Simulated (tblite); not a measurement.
Parent: `[CH3:1][Si@@H:2]([OH:3])[SH:4]` with C1–Si2–O3–H 152°, C1–Si2–S4–H 56°, CH6OSSi.

The geometries are computed with GFN2-xTB (gas phase). One conformer each, not checked by frequencies here.

| coordinate of the parent | value |
| --- | --- |
| C1–Si2 | 1.889 Å |
| Si2–O3 | 1.618 Å |
| Si2–S4 | 2.166 Å |
| C1–Si2–O3 | 107.2° |
| C1–Si2–S4 | 111.5° |
| O3–Si2–S4 | 106.9° |

Q: How does the shared frame change in `[CH3:1][Si@@:2]([OH:3])([SH:4])[C:5](=[O:6])[OH:7]` with C1–Si2–O3–H 177°, C1–Si2–S4–H 71°, C1–Si2–C5–O6 -41°, Si2–C5–O7–H 179°, C2H6O3SSi? Atoms pair as C1 = C1, Si2 = Si2, O3 = O3, S4 = S4 (parent first).

A: 
```json
{"parent": "C1–Si2", "relative": "C1–Si2", "value in the relative": "1.889 Å", "change": "0.000"}
{"parent": "Si2–O3", "relative": "Si2–O3", "value in the relative": "1.616 Å", "change": "-0.002"}
{"parent": "Si2–S4", "relative": "Si2–S4", "value in the relative": "2.167 Å", "change": "+0.001"}
{"parent": "C1–Si2–O3", "relative": "C1–Si2–O3", "value in the relative": "107.7°", "change": "+0.5"}
{"parent": "C1–Si2–S4", "relative": "C1–Si2–S4", "value in the relative": "112.9°", "change": "+1.4"}
{"parent": "O3–Si2–S4", "relative": "O3–Si2–S4", "value in the relative": "108.6°", "change": "+1.7"}
```

No shared bond changes by more than 0.004 Å. Bonds of the relative outside the shared frame: Si2–C5 1.924, C5=O6 1.205, C5–O7 1.341 Å. Point group C1 → C1.
